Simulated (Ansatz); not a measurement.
Method: frozen-core CCSD(T)/def2-TZVPP // B3LYP-D3(BJ)/def2-TZVP in Ansatz (a program for electronic structure).

Ansatz 0.2 input:
```yaml
crystal:
  periodic: [false, false, false]
  atoms:
    - { symbol: F, position_ang: [1.717227, -0.446912, -0.004175] }
    - { symbol: In, position_ang: [-0.195427, 0.05086, 0.000475] }
    - { symbol: H, position_ang: [-0.356994, 1.750038, -0.001538] }
    - { symbol: H, position_ang: [-1.164806, -1.353986, 0.005236] }
basis:
  gaussian: { orbitals: def2-TZVPP }
correlation:
  method: ccsd_t
```

Output:

```
Functional definition: HF
844 factors; integrals over basis functions are off by at most 8.3e-4 eV
mean field evaluation 1: about -7885.2424 eV, gradient 3.5e1 eV
mean field evaluation 2: about -7885.2439 eV, gradient 3.5e1 eV
mean field evaluation 4: about -7887.5981 eV, gradient 1.8e0 eV
mean field evaluation 8: about -7887.6169 eV, gradient 1.1e-1 eV
mean field evaluation 16: about -7887.6152 eV, gradient 3.6e-1 eV
mean field -7887.61693453 eV, -289.8645759252 hartree, gradient 4.9e-6 eV, S^2 0.000000; 0 other end points of the search recorded, 0 dependent functions left out
5 core orbitals not correlated
reference -7887.61693453 eV, -289.8645759252 hartree; 11, 11 occupied and 93, 93 virtual orbitals, 844 factors
second order -14.88564170 eV of doubles, -0.00000000 eV of singles
cycle   1  -14.56029464 eV  change    3.3e-1 eV  update   1.0e-1
cycle   2  -14.92392392 eV  change   -3.6e-1 eV  update   3.5e-2
cycle   3  -15.02285278 eV  change   -9.9e-2 eV  update   2.1e-2
cycle   4  -15.01768344 eV  change    5.2e-3 eV  update   5.8e-3
cycle   5  -15.01342075 eV  change    4.3e-3 eV  update   2.5e-3
cycle   6  -15.01387996 eV  change   -4.6e-4 eV  update   8.6e-4
cycle   7  -15.01410799 eV  change   -2.3e-4 eV  update   3.5e-4
cycle   8  -15.01399383 eV  change    1.1e-4 eV  update   1.2e-4
cycle   9  -15.01398728 eV  change    6.5e-6 eV  update   4.6e-5
cycle  10  -15.01403133 eV  change   -4.4e-5 eV  update   2.1e-5
cycle  11  -15.01400952 eV  change    2.2e-5 eV  update   7.0e-6
perturbative correction -0.40885095 eV, -0.0150249952 hartree
Total energy: -7903.03979500 eV, -290.4313555934 hartree
```

Cost: around 9 core-seconds (rough).
